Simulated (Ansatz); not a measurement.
Cost and result for the atomization energy of `[F][GeH]1[CH2][Te]1` (7 atoms, 7 bonds).

Total charge 0; spin multiplicity 1. Correlated methods include outer-core shells of Ge, Te, which these sets cover unevenly. Scalar relativity is left out up to krypton. Te takes the def2 core potential. The structure was optimised at the PBE0-D4/def2-TZVP level. Program: Ansatz. All runs use 4 threads of an Arm Neoverse V2 on a shared host. Times are those of one run each, without the atoms' runs, and a repeat can differ threefold. Electronic energies, without spin–orbit coupling; frozen cores. CCSD(T)/CBS adds CCSD(T) − MP2 in def2-TZVPP to the MP2 limit, and its time is that of the two runs behind it. T1 = 0.012. With those shells the extrapolation isn't a true limit. B3LYP takes the VWN-RPA correlation (the form of Gaussian; ORCA's B3LYP/G).

CCSD(T)/CBS is a level of theory with its own doubt, some kJ/mol a heavy atom from the limit and from the frozen cores, so smaller differences don't rank the functionals.

```csv
level,functions,atomization (kcal/mol),difference from CCSD(T)/CBS,per bond
B2PLYP/def2-TZVPP,202,525.6,-14.2,-2.0
r2SCANh-D4/def2-TZVPP,202,530.8,-9.0,-1.3
BLYP-D4/def2-TZVPP,202,530.2,-9.6,-1.4
BHLYP-D4/def2-TZVPP,202,508.4,-31.4,-4.5
CCSD(T)/def2-SVP,101,492.3,-47.5,-6.8
PBE-D4/def2-TZVPP (with forces),202,546.9,7.1,1.0
CCSD(T)/CBS(def2),–,539.8,0.0,0.0
revPBE-D4/def2-TZVPP,202,529.8,-10.0,-1.4
PBE0-D4/def2-TZVPP,202,532.7,-7.1,-1.0
MP2/def2-QZVPP,375,546.2,6.4,0.9
B3LYP-D4/def2-TZVPP (with forces),202,528.0,-11.8,-1.7
ωB97X-V/def2-TZVPP,202,535.1,-4.7,-0.7
CCSD(T)/def2-TZVPP,202,522.2,-17.6,-2.5
```

**Question.** Order the runs by time, with rough figures. (Best estimate.)

**Answer.** Ansatz gave: revPBE-D4/def2-TZVPP 1.4 s; BLYP-D4/def2-TZVPP 1.4 s; PBE-D4/def2-TZVPP (with forces) 1.8 s; PBE0-D4/def2-TZVPP 2.3 s; BHLYP-D4/def2-TZVPP 2.4 s; B3LYP-D4/def2-TZVPP (with forces) 3.2 s; r2SCANh-D4/def2-TZVPP 3.8 s; B2PLYP/def2-TZVPP 4.3 s; CCSD(T)/def2-SVP 5.5 s; ωB97X-V/def2-TZVPP 6 s; MP2/def2-QZVPP 15 s; CCSD(T)/def2-TZVPP 120 s; CCSD(T)/CBS(def2) 2.2 min.

The D4 term adds +6.9 kcal/mol with B3LYP and +3.5 kcal/mol with PBE0; it sums over pairs of atoms, weighted by their polarisabilities, and B3LYP, whose exchange is more repulsive, gets the larger term. In def2-TZVPP, CCSD(T) changes the Hartree–Fock value by +161.8 kcal/mol (the triples alone add +12.9 kcal/mol) and MP2 by +175.4 kcal/mol; breaking electron pairs costs correlation energy, which Hartree–Fock lacks. At CCSD(T), def2-SVP lies −47.5 kcal/mol from the extrapolated value and def2-TZVPP −17.6 kcal/mol: correlation converges slowly with the basis, and small sets miss more of it in the bonded molecule than in its fragments.

Spin–orbit coupling would lower the free Te atoms strongly, and the atomization energy with them, by more than many differences here. For some Ge, Se and Sn compounds the MP2-based and the directly extrapolated limit differ by 10 to 25 kJ/mol.
